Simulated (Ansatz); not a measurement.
Basis-set extrapolation for C2H8OSi (`CC[SiH2]O`) (PBE0-D4/def2-TZVP geometry, frozen core, Ansatz 0.2.0). Multiplicity 1, RHF reference.

```json
{"": "HF", "def2-TZVPP": "-444.319642", "def2-QZVPP": "-444.336620"}
{"": "MP2 correlation", "def2-TZVPP": "-0.725316", "def2-QZVPP": "-0.776985"}
{"": "CCSD(T) correlation", "def2-TZVPP": "-0.796994", "def2-QZVPP": "not run"}
```

Energies in hartree. Use E(X) = E(∞) + A·exp(−7.88·√X) for Hartree–Fock and E(X) = E(∞) + B·X^(−2.97) for correlation, with X = 3 and 4, and add CCSD(T) minus MP2 of the smaller set to the MP2 limit.

Task: What is the CCSD(T) energy at the basis-set limit?

Result: HF limit: -444.336620 + (-0.016978) × 0.13774 = -444.33896. MP2 limit: -0.776985 + (-0.051669) × 0.74074 = -0.81526. Higher-order term: -0.796994 − (-0.725316) = -0.07168. Total: -445.22590 hartree, 286.9 kJ/mol below CCSD(T)/def2-TZVPP.
